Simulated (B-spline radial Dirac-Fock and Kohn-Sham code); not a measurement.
Core and valence levels of Ni³⁺

System: nickel as Ni³⁺, [Ar] 3d7, inside a Watson sphere of charge -3 and radius 3 Å (a model of the Madelung potential; inside it an electron's potential energy is raised by 14.4 eV); nuclear rms radius 3.7757 fm (A = 58).

These are calculated numbers from a B-spline atomic structure program; the model is ΔSCF Dirac-Fock with Breit, self-energy and vacuum polarisation, finite nucleus, configuration average. Correlation and solid-state effects are left out. Energies are counted from the vacuum level.

All terms are in eV, carry their sign (relaxation lowers the binding energy) and add up to the binding energy; ⟨r⟩ is the mean radius of the orbital in the initial state.

```
subshell  −ε (Koopmans)  relaxation  Breit  self-energy  vacuum polarisation  binding energy  ⟨r⟩ (bohr)
       K         8433.1      -42.57  -9.85        -5.08                 0.45          8376.0       0.054
      L1         1078.0      -19.17  -0.67        -0.52                 0.04          1057.7       0.243
      L2          939.0      -20.95  -1.17         0.06                 0.00           916.9       0.213
      L3          921.2      -20.68  -0.75         0.02                 0.00           899.8       0.216
      M1          161.4       -4.06  -0.07        -0.08                 0.01           157.2       0.735
      M2          116.5       -3.82  -0.12         0.01                 0.00           112.5       0.764
      M3          114.1       -3.71  -0.07         0.00                 0.00           110.3       0.773
    M4,5          43.80       -3.09   0.01         0.00                 0.00           40.72       0.887
```

For the deepest level, K (1s), the Breit terms make up -0.118 % of the binding energy, QED -0.055 % and orbital relaxation -0.508 %.
